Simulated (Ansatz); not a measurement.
`C[S][GeH3]` + `NC=O` → `O=C[NH][GeH3]` + CH₃SH at 500 K and 1 bar (ligand exchange at a Ge–S bond).

Calculated with Ansatz (gas phase, PBE0-D4/def2-TZVP geometries, no zero-point term in ΔE). CBS: MP2 limit from def2 TZ/QZ plus the TZ coupled-cluster correction, frozen cores. This one scheme is used for every species. For Ge outer-core shells are correlated without core-valence functions, which leaves a few kJ/mol of doubt a bond. Scalar relativity is left out up to krypton. Each species was taken in one conformer, which may not be the lowest.

| species | CCSD(T)/CBS energy (Eh) | H − E (kJ/mol) | S (J/(mol·K)) |
| --- | --- | --- | --- |
| `C[S][GeH3]` | -2515.55711 | 202.3 | 377.6 |
| `NC=O` | -169.73435 | 144.8 | 288.7 |
| `O=C[NH][GeH3]` | -2247.05298 | 195.4 | 372.4 |
| CH₃SH | -438.22835 | 145.1 | 283.7 |

H − E and S are ideal-gas, rigid-rotor, harmonic terms from PBE0-D4/def2-TZVP, for one conformer and one mirror image of each species. 1 Eh = 2625.50 kJ/mol, R = 8.31446 J/(mol·K).

Question: By hand: ΔE, ΔH, ΔS and ΔG.

Answer: ΔE = (-2247.05298) + (-438.22835) − (-2515.55711) − (-169.73435) = 0.01013 Eh = 26.6 kJ/mol. Δ(H − E) = 195.4 + 145.1 − 202.3 − 144.8 = -6.6, so ΔH = 20.0 kJ/mol. ΔS = 372.4 + 283.7 − 377.6 − 288.7 = -10.2 J/(mol·K). ΔG = 20.0 − 500 × (-10.2)/1000 = 25.1 kJ/mol.

Question: By hand: the equilibrium constant, and the temperature at which ΔG would vanish if ΔH and ΔS stayed fixed.

Answer: log₁₀ K = −ΔG/(RT ln 10) = -2.6. ΔH and −TΔS have one sign here, so there is no such temperature.

The number of gas molecules stays the same, so ΔS is small and ΔH decides. A doubt of 5 kJ/mol in ΔE shifts log₁₀ K by 0.5 here. Other conformers and mirror images would add mixing entropy, several J/(mol·K) or more a flexible species. These are equilibria of isolated gas molecules and say nothing of rates. Largest T1 diagnostic: 0.016 (customary marks: 0.02 for closed shells, 0.045 for open ones).

ΔS is within the doubt of such terms, so its sign, and with it that verdict, could turn.
